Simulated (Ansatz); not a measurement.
Basis-set series for CH7AlOSi2 (`[CH2]1O[SiH2][SiH2][AlH]1`). Charge 0, multiplicity 1. The structure was optimised at the PBE0-D4/def2-TZVP level.

```xyz
12

C    -0.216    0.106    1.675
O    -1.165    0.678    0.767
Si   -1.342    0.141   -0.790
Si    0.862   -0.036   -1.582
Al    1.523   -0.238    0.761
H    -0.632   -0.809    2.123
H    -0.105    0.810    2.508
H    -2.241    1.120   -1.450
H    -1.989   -1.207   -0.815
H     1.116   -1.206   -2.466
H     1.316    1.212   -2.258
H     2.873   -0.572    1.527
```

```
functional       basis  functions  energy (Eh)  HOMO (eV)  LUMO (eV)
   PBE0-D4    def2-SVP        117   -938.12780      -6.61      -2.07
   PBE0-D4  def2-TZVPP        286   -938.55389      -6.61      -2.07
   ωB97M-V    def2-SVP        117   -938.48840      -8.57      -0.37
   ωB97M-V  def2-TZVPP        286   -938.91926      -8.59      -0.42
```

Q: Give the rows for def2-QZVPP. (An estimate is asked.)

A: The calculation gave: 
| functional | basis | functions | energy (Eh) | HOMO (eV) | LUMO (eV) |
| --- | --- | --- | --- | --- | --- |
| PBE0-D4 | def2-QZVPP | 534 | -938.58719 | -6.62 | -2.08 |
| ωB97M-V | def2-QZVPP | 534 | -938.95100 | -8.60 | -0.50 |

Program: Ansatz 0.2.0.
